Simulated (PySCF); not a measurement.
H6OSi2, SMILES [SiH3][SiH2]O. Atoms are numbered in the order given.

```xyz
9

Si    -0.8620    -0.2060     0.1553
O     -1.3439     1.2912    -0.4134
Si     1.4721    -0.4541     0.0194
H     -1.2860    -0.4299     1.5768
H     -1.5452    -1.2116    -0.7057
H     -0.9392     2.0570     0.0040
H      2.1459     0.6254     0.8103
H      1.9376    -0.3506    -1.3982
H      1.8963    -1.7781     0.5740
```

Geometry optimised at PBE0-D3(BJ)/def2-SVP. One conformer was computed; it need not be the lowest.

These are PBE0/pcSseg-1 (PySCF) values and carry that method's errors.

GIAO shieldings, no solvent; atoms listed in one row are averaged. δ = σ(ref) − σ: ²⁹Si against TMS (σ = 352.7 ppm); ¹⁷O against H2O (σ = 334.2 ppm); ¹H against TMS (σ = 31.56 ppm), references at their B3LYP-D3(BJ)/def2-TZVP geometries, non-relativistic.

Computed chemical shifts:
```csv
nucleus,atoms,count,δ (ppm)
²⁹Si,Si1,1,-17.8
²⁹Si,Si3,1,-108.4
¹⁷O,O2,1,1.4
¹H,H4,1,5.75
¹H,H5,1,5.58
¹H,"H7, H8, H9",3,3.71
¹H,H6,1,0.12
```
